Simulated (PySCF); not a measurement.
## Excitation energy of Ge by level of theory

Ge [Ar] 3d10 4s2 4p2 (3P) → Ge [Ar] 3d10 4s1 4p2 4d1 (high-spin determinant), as a difference of total energies. Computed with PySCF 2.14 in dyall-av2z, with the non-relativistic Hamiltonian (point nucleus). Correlated levels: valence: [Ar] 3d10 frozen; virtual orbitals above 40 to 60 times the deepest correlated orbital energy dropped. The calculations carry no spin-orbit coupling.

| method | excitation energy (eV) |
| --- | --- |
| UHF | 11.405 |
| MP2 (valence) | 12.279 |
| SCS-MP2 (valence) | 12.548 |
| CCSD (valence) | 12.312 |
| CCSD(T) (valence) | 12.272 |

Task: How much does correlation contribute at CCSD(T) (valence)?

Result: 12.272 − (11.405) = 0.867 eV, measured against UHF.

A first-order spin-orbit estimate (lowest level to lowest level, LS coupling) adds 0.009 eV.

The upper state lies above the first ionisation limit, but in LS coupling its spin forbids autoionisation to the ground ion.

The promoted electron is Rydberg-like, and one or two diffuse shells describe it only roughly, which tends to raise the upper state.

The coupled-cluster amplitudes are large for the upper state (T1 above 0.03 or a double amplitude above 0.15), so a single reference is strained.

The determinant of the upper state mixes LS terms, which raises its energy above the lowest term, most at the Hartree-Fock and MP2 levels.
